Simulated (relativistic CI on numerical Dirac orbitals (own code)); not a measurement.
**Eu⁶²⁺: sensitivity of the levels to the model**

Base calculation: Dirac-Coulomb-Breit CI, KLI orbitals optimised for each configuration, a model potential for QED.

Configuration list: 1s, 2s, 2p, 3s, 3p, 3d, 4s, 4p, 4d, 4f, 5s, 5p, 5d, 5f, 5g, 6s, 6p, 6d. Levels of other configurations are missing.

The lowest level and the first level of each name with at least 55 % of one term (blank where a level has no safe partner in the second run):

```
     Level  Base (eV)  Shift (eV)
 1s 2S_1/2        0.0         0.0
2p 2P°_1/2    42615.1     -2117.1
 2s 2S_1/2    42627.9     -2129.6
2p 2P°_3/2    43439.2     -2941.3
3p 2P°_1/2    50767.2     -2769.1
 3s 2S_1/2    50771.0     -2772.8
 3d 2D_3/2    51011.8     -3013.7
3p 2P°_3/2    51012.4     -3014.3
 3d 2D_5/2    51085.1     -3087.0
4p 2P°_1/2    53585.6     -2962.5
 4s 2S_1/2    53587.2     -2964.1
 4d 2D_3/2    53688.3     -3065.2
4p 2P°_3/2    53688.6     -3065.4
4f 2F°_5/2    53719.3     -3096.2
```

One thing was changed in a second run, which moved the levels as shown. Which?
A. QED terms removed
B. configuration mixing switched off
C. non-relativistic limit
D. Breit term removed

C. Non-relativistic limit. Without relativity the fine structure collapses and s electrons lose their extra binding.
